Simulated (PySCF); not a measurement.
A structure optimised at PBE-D3(BJ)/def2-SVP, used in a PySCF frequency run:

```
C
O 1 1.4355
H 2 0.9754 1 106.63
C 1 1.5311 2 105.10 3 -180.00
H 4 1.1076 1 111.14 2 180.00
H 4 1.1079 5 108.73 1 121.32
H 4 1.1079 5 108.73 6 117.36
C 1 1.5375 2 109.72 3 -60.91
H 8 1.1080 1 110.11 2 -56.39
H 8 1.1091 9 108.57 1 122.75
H 8 1.1110 9 108.06 10 116.29
C 1 1.5375 2 109.72 3 60.91
H 12 1.1080 1 110.11 2 56.39
H 12 1.1091 13 108.57 1 -122.75
H 12 1.1110 13 108.06 14 -116.29
```
Charge 0, spin multiplicity 1.

Question: Write its SMILES, formula and point group.

Answer: CC(C)(C)O, C4H10O, Cs

Question: What are its rotational constants (standard atomic weights)?

Answer: 4.6701, 4.6446, 4.4598 GHz
